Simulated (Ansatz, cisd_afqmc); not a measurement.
Species: InCl, charge 1, doublet. InCl+ (parent SMILES [Cl][In], doublet).
B3LYP-D3(BJ)/def2-TZVP minimum from Ansatz (a first-principles code):
```
In
Cl 1 2.3457
```
Charge +1, spin multiplicity 2.

Total energies in def2-SVP, 9 correlated electrons, 14 frozen orbitals. Open shells are spin-unrestricted; no spin-orbit coupling. Correlated methods leave the cores frozen (noble-gas shells, and filled d and f shells in the p block). Past Kr the def2 sets carry scalar-relativistic core potentials. AFQMC is phaseless with a CISD trial state; ± is one standard error, without the phaseless bias. Outlying blocks are dropped, and bars are widened where a walk drifts. Over all cases where full CI ran beside it in this data, AFQMC minus full CI had a median of +0.1 mEh and passed +0.4 mEh in a tenth of the cases. Spin-orbit terms, left out, reach several kcal/mol for Br and I, and more for heavier atoms. The UHF reference of ClIn+ (parent SMILES [Cl][In], doublet) is spin-contaminated (<S^2> up to 0.03 over the pure value in the sets run). The spin of ClIn+ (parent SMILES [Cl][In], doublet) was assumed, and the state is the lowest solution found for it.

```
method         program         energy (Eh)  minus CCSDTQ (mEh)
----------  ----------  ------------------  ------------------
HF              Ansatz          -648.33768              175.22
MP2             Ansatz          -648.48935               23.55
CCSD            Ansatz          -648.50723                5.68
CCSD(T)         Ansatz          -648.51178                1.12
CCSDT(Q)        Ansatz          -648.51296               -0.06
CCSDTQ          Ansatz          -648.51290                0.00
AFQMC/CISD  cisd_afqmc  -648.5128 ± 0.0003           0.1 ± 0.3
```

Rough core times of Ansatz's runs on a shared machine: CCSD(T) under 20 s, CCSDT(Q) 30 s, CCSDTQ 10 min.
